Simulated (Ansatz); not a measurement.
Reaction (redistribution): `B[SiH2]/C=C/O` + `CCN[SiH3]` → `BNCC` + `O/C=C/[SiH2][SiH3]`

Computed with Ansatz on PBE0-D4/def2-TZVP structures; ΔE is electronic, products minus reactants. CCSD(T)/CBS adds triple-zeta CCSD(T) − MP2 to the extrapolated MP2 energy (def2 sets, frozen cores). Double bonds are as drawn, so ΔE can hold a change between cis and trans. DFT in def2-TZVPP. Each species was taken in one conformer, which may not be the lowest.

```csv
level,ΔE (eV)
r2SCAN-D4,-1.33
SCS-MP2/def2-TZVPP,-1.47
```

Task: What does CCSD(T)/CBS give? (Best estimate.)

Result: Ansatz gave: -1.48 eV. The listed levels differ from it by 0.15, 0.01 eV.

Largest T1 diagnostic among the species: 0.013.

In def2-TZVPP, CCSD(T) changes the Hartree–Fock value by +0.50 eV (the triples alone add +0.08 eV) and MP2 by +0.68 eV. The D4 term adds +0.05 eV with B3LYP and +0.02 eV with PBE0; it sums over pairs of atoms, weighted by their polarisabilities, and B3LYP, whose exchange is more repulsive, gets the larger term.

B3LYP here is the variant with VWN-RPA as its local correlation; programs differ in this.
